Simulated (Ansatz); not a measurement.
Relaxation of the cluster Si₅Se₅ (charge 0, singlet) with RKS PBE-D4/def2-SVP in Ansatz.

Positions (Å) and forces (eV/Å) at steps 29, 30, 31, 32, 33, 34, 35, 36, 37, 39 of 39:

```xyz
10
step=29 energy=-366021.1027 eV
Si   -0.186   -0.970    0.544    0.018    0.123   -0.109
Si   -0.903    2.568   -0.199   -0.095   -0.043    0.200
Si    3.299   -1.523   -0.118   -0.346    0.037    0.022
Si    1.775    2.075   -0.209    0.078   -0.080    0.214
Si   -3.626   -0.228   -0.148    0.301   -0.070    0.030
Se    2.793    0.491    1.175   -0.303    0.048   -0.226
Se   -2.431    1.454    1.170    0.307   -0.054   -0.226
Se    1.303   -2.606   -0.432    0.333    0.076    0.068
Se   -2.159   -1.956   -0.455   -0.241    0.168    0.063
Se    0.134    0.695   -1.328   -0.053   -0.206   -0.038
10
step=30 energy=-366021.2282 eV
Si   -0.179   -0.948    0.483    0.025    0.185   -0.205
Si   -0.859    2.570   -0.224    0.001    0.005    0.176
Si    3.259   -1.476   -0.087   -0.285    0.026   -0.007
Si    1.733    2.089   -0.232    0.004    0.003    0.190
Si   -3.571   -0.198   -0.115    0.254   -0.059    0.001
Se    2.606    0.482    1.230   -0.313   -0.011   -0.140
Se   -2.262    1.382    1.223    0.289   -0.115   -0.133
Se    1.309   -2.625   -0.427    0.287    0.108    0.105
Se   -2.168   -1.972   -0.447   -0.199    0.181    0.102
Se    0.131    0.696   -1.403   -0.063   -0.322   -0.091
10
step=31 energy=-366021.3974 eV
Si   -0.171   -0.908    0.422    0.035    0.221   -0.246
Si   -0.823    2.557   -0.244    0.064    0.125    0.125
Si    3.223   -1.423   -0.063   -0.205    0.024   -0.012
Si    1.693    2.088   -0.250   -0.011    0.134    0.140
Si   -3.516   -0.163   -0.089    0.177   -0.035   -0.008
Se    2.419    0.462    1.280   -0.359   -0.097   -0.082
Se   -2.095    1.300    1.273    0.300   -0.221   -0.074
Se    1.313   -2.627   -0.413    0.235    0.093    0.118
Se   -2.172   -1.975   -0.431   -0.160    0.159    0.120
Se    0.129    0.689   -1.485   -0.076   -0.403   -0.082
10
step=32 energy=-366021.5608 eV
Si   -0.164   -0.881    0.365    0.027    0.205   -0.296
Si   -0.795    2.563   -0.262    0.060    0.130    0.106
Si    3.192   -1.376   -0.038   -0.131    0.056    0.006
Si    1.668    2.102   -0.266   -0.004    0.147    0.115
Si   -3.471   -0.129   -0.065    0.136    0.018    0.013
Se    2.227    0.436    1.310   -0.220   -0.129    0.007
Se   -1.926    1.207    1.302    0.153   -0.196    0.016
Se    1.322   -2.632   -0.395    0.172    0.066    0.114
Se   -2.181   -1.976   -0.409   -0.122    0.109    0.114
Se    0.128    0.687   -1.542   -0.070   -0.405   -0.195
10
step=33 energy=-366021.7183 eV
Si   -0.157   -0.817    0.219    0.056    0.200    0.094
Si   -0.754    2.521   -0.255   -0.265    0.321   -0.023
Si    3.191   -1.303   -0.022   -0.132    0.130    0.158
Si    1.617    2.081   -0.256    0.357    0.176    0.002
Si   -3.438   -0.063   -0.044    0.117    0.087    0.145
Se    2.048    0.389    1.363   -0.393   -0.276   -0.323
Se   -1.780    1.106    1.360    0.286   -0.441   -0.329
Se    1.365   -2.628   -0.329   -0.109    0.079   -0.026
Se   -2.224   -1.964   -0.344    0.161    0.060   -0.008
Se    0.131    0.677   -1.692   -0.079   -0.337    0.310
10
step=34 energy=-366021.8616 eV
Si   -0.148   -0.793    0.207    0.030    0.206    0.002
Si   -0.739    2.566   -0.264   -0.366   -0.034   -0.056
Si    3.167   -1.270    0.001   -0.091    0.180    0.160
Si    1.617    2.127   -0.262    0.329   -0.157   -0.058
Si   -3.413   -0.037   -0.022    0.177    0.120    0.169
Se    1.870    0.342    1.332    0.111   -0.179   -0.005
Se   -1.627    0.990    1.325   -0.169   -0.106   -0.013
Se    1.364   -2.620   -0.312   -0.229   -0.004   -0.040
Se   -2.216   -1.950   -0.321    0.197   -0.088   -0.048
Se    0.124    0.646   -1.683    0.011    0.063   -0.112
10
step=35 energy=-366021.8128 eV rejected
Si   -0.121   -0.647    0.207   -0.124   -0.651   -0.384
Si   -0.779    2.529   -0.303   -0.100    0.086   -0.078
Si    3.037   -1.264    0.062    0.389   -0.086   -0.106
Si    1.638    2.074   -0.299    0.138    0.077   -0.105
Si   -3.287   -0.080    0.039   -0.360    0.059   -0.092
Se    1.786    0.330    1.396    0.161   -0.047    0.102
Se   -1.549    0.950    1.390   -0.199    0.033    0.086
Se    1.219   -2.580   -0.357    0.187    0.228    0.154
Se   -2.064   -1.966   -0.369   -0.108    0.278    0.153
Se    0.121    0.653   -1.765    0.015    0.023    0.270
10
step=36 energy=-366021.9053 eV
Si   -0.143   -0.762    0.186    0.020    0.107   -0.076
Si   -0.766    2.550   -0.293   -0.142   -0.054    0.009
Si    3.172   -1.278    0.079   -0.024    0.080    0.055
Si    1.633    2.100   -0.292    0.119   -0.094    0.006
Si   -3.414   -0.041    0.052    0.054    0.064    0.062
Se    1.847    0.321    1.349    0.018    0.020    0.011
Se   -1.612    0.965    1.344   -0.017    0.028    0.007
Se    1.353   -2.582   -0.350   -0.167   -0.051   -0.033
Se   -2.191   -1.921   -0.358    0.131   -0.110   -0.033
Se    0.120    0.648   -1.717    0.007    0.012   -0.008
10
step=37 energy=-366021.9070 eV
Si   -0.138   -0.737    0.145    0.036    0.208    0.070
Si   -0.775    2.541   -0.303   -0.087    0.003   -0.022
Si    3.151   -1.286    0.116   -0.107    0.067    0.045
Si    1.641    2.091   -0.299    0.083   -0.028   -0.021
Si   -3.402   -0.060    0.096    0.122    0.022    0.046
Se    1.803    0.317    1.359    0.150   -0.023    0.028
Se   -1.573    0.945    1.352   -0.148    0.035    0.029
Se    1.299   -2.557   -0.353    0.153   -0.188   -0.072
Se   -2.133   -1.916   -0.364   -0.207   -0.119   -0.074
Se    0.127    0.660   -1.747    0.005    0.024   -0.028
10
step=39 energy=-366021.9178 eV
Si   -0.138   -0.734    0.161   -0.005   -0.020    0.002
Si   -0.782    2.536   -0.305   -0.013    0.017   -0.003
Si    3.156   -1.281    0.115   -0.011    0.000   -0.003
Si    1.645    2.082   -0.303    0.019    0.014   -0.003
Si   -3.404   -0.052    0.092    0.014   -0.007    0.001
Se    1.828    0.320    1.364   -0.013    0.010    0.009
Se   -1.596    0.957    1.358    0.014    0.008    0.007
Se    1.325   -2.567   -0.366   -0.022   -0.003   -0.006
Se   -2.161   -1.917   -0.374    0.018   -0.010   -0.008
Se    0.124    0.655   -1.742   -0.001   -0.009    0.006
```

Another isomer (singlet) lies 0.66 eV lower at PBE0-D4/def2-TZVP; other spin states weren't run for this one.
